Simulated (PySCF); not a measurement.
Input file for PySCF: U-B3LYP/LANL2DZ on CH5GeN (SMILES [CH3][Ge][NH2]), a point of a bond scan (R = 1.091 Å).

```python
from pyscf import gto, scf, dft, mp
from pyscf.data.elements import chemcore

mol = gto.M(
    atom='''
    Ge   -0.21703830   -0.01007012    0.44524688
    C     0.73026279    1.39571344   -0.65095540
    H     0.39073173    2.39683126   -0.38074917
    H     0.59421149    1.25013447   -1.72469069
    H     1.80124161    1.34067309   -0.42974829
    N    -0.03643845   -1.35482851   -0.78605328
    H     0.40264891   -1.26537759   -1.69147724
    H    -0.37011551   -2.29049868   -0.61312951
    ''',
    basis='lanl2dz',
    ecp={'Ge': 'lanl2dz'},
    charge=0, spin=0, verbose=3, max_memory=1800)
mf = dft.UKS(mol, xc='b3lyp')
mf.conv_tol = 1e-8
mf.max_cycle = 100
mf.init_guess_breaksym = True
mf.kernel()
if not mf.converged:
    mf = mf.newton().run(mf.mo_coeff, mf.mo_occ)
for _ in range(4):
    mo, _, stable, _ = mf.stability(return_status=True)
    if stable:
        break
    mf.kernel(mf.make_rdm1(mo, mf.mo_occ))
```

It printed:

```
converged SCF energy = -99.6380943992061  <S^2> = 6.739711e-10  2S+1 = 1
<class 'pyscf.dft.uks.UKS'> wavefunction is stable in the internal stability analysis
```

Self-consistency was reached.

Cost: roughly 60 core-seconds.
